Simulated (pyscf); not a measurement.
Optimised with ωB97X-D3(BJ)/def2-SVP in PySCF.

Task: What is the homolytic dissociation enthalpy (298 K, ωB97M-D3(BJ)/def2-TZVP) of the Ge–O bond of F–Ge(F)(F)–O–SiH₂–SiH₃ (SMILES [F][Ge]([F])([F])[O][SiH2][SiH3]), to F–Ge•(F)–F + •O–SiH₂–SiH₃?

Result: Ge–O to F–Ge•(F)–F + •O–SiH₂–SiH₃: 101.0 kcal/mol. The 7 functionals that were run give +88.3 (PBE) to +109.1 kcal/mol (M06-2X). F–Ge(F)(F)–O–SiH₂–SiH₃ lies 69.8 kcal/mol over its isomer F–Si(F)(F)–O–GeH₂–SiH₃ (electronic energy, ωB97M-D3(BJ)/def2-TZVP). •O–SiH₂–SiH₃ lies 46.0 kcal/mol over its isomer •H₂Si–O–SiH₃ (electronic energy, ωB97M-D3(BJ)/def2-TZVP). Elements up to Kr have no core potential and no relativistic terms here.
